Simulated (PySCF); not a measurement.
# Working with the constants of BiCl

UHF-CCSD(T) constants of BiCl, triplet, unpaired electrons π ↑↑ (basis Bi x2c-TZVPPall, Cl x2c-TZVPPall; spin-free X2C with a Gaussian nucleus; PySCF 2.14; masses 208.9804 and 34.9689 u):

```
ωe              : 337.6 cm⁻¹
ωexe            : 0.986 cm⁻¹
Be              : 0.094303 cm⁻¹
αe              : 0.000378 cm⁻¹
D (centrifugal) : 2.94e-08 cm⁻¹
De to Bi + Cl   : 2.73 eV
```

**Question.** Give the vibrational terms G(v) and spacings up to v = 6.

**Answer.** G(v) = ωe(v+½) − ωexe(v+½)².

```tsv
v	G(v) (cm⁻¹)	G(v) − G(v−1)	Bv (cm⁻¹)
0	168.6		0.09411
1	504.2	335.6	0.09374
2	837.8	333.7	0.09336
3	1169.5	331.7	0.09298
4	1499.2	329.7	0.09260
5	1827.0	327.7	0.09222
6	2152.7	325.8	0.09185
```

**Question.** How well does the Morse estimate ωe²/(4ωexe) reproduce De, and what is D0?

**Answer.** It gives 3.58 eV, 131 % of the computed De. D0 = De − G(0) = 2.73 − 0.02 = 2.71 eV.

Correlated steps freeze 39 core orbitals. Spin–orbit coupling is left out, which matters for elements this heavy, above all for dissociation energies. The state is the lowest determinant that a PBE0 search found; another state may lie lower at other levels.
